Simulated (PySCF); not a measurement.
`[Se](C)c1cnc2nsnc2n1`, C₅H₄N₄SSe

Geometry (Å), atoms numbered from 1 in this order:
```xyz
15

C     3.2587    0.2633   -0.4934
Se    2.4084   -1.4603   -0.6925
C     0.6385   -0.8727   -0.3865
C    -0.3966   -1.8893   -0.4460
N    -1.6547   -1.6391   -0.2552
C    -1.9453   -0.3383    0.0085
N    -3.1661    0.1280    0.2331
S    -2.9965    1.7254    0.4947
N    -1.3820    1.8898    0.3361
C    -0.9144    0.6770    0.0676
N     0.3908    0.3816   -0.1375
H     2.9561    0.9251   -1.3141
H     2.9581    0.7047    0.4645
H     4.3414    0.0840   -0.5193
H    -0.1071   -2.9258   -0.6633
```

Computed, not measured: TDDFT CAM-B3LYP/aug-cc-pVDZ excited states, vertical, gas phase in PySCF. Geometry: PBE0-D3(BJ)/def2-SVP.

The calculation is non-relativistic, which matters for the atoms heavier than Zn.

(1) Give the one- and two-photon strengths of the lowest singlets.

Answers

(1) δ for parallel linear polarisation; σ at the peak of a Lorentzian of half width 0.1 eV, single beam; Ω is circular over linear.
```csv
state,E (eV),f,photon λ (nm),δ (au),σ (GM),Ω,main
S1,3.38,0.002,733,3.48,0.01,0.84,HOMO−1→LUMO 0.96
S2,3.61,0.322,687,1430,6.83,0.75,HOMO→LUMO 0.96
S3,4.63,0.000,536,0.71,0.01,1.44,HOMO−4→LUMO 0.93
S4,4.78,0.089,518,769,6.45,0.64,HOMO−2→LUMO 0.89
S5,4.97,0.000,499,14,0.13,1.50,"HOMO→LUMO+1 0.48, HOMO→LUMO+9 0.23"
S6,5.15,0.055,482,2150,20.85,0.65,HOMO−3→LUMO 0.88
```

Among these, the strongest one-photon state is S2, the strongest two-photon state S6, with a dipole change of 1.6 D (relaxed, norm of the difference vector).
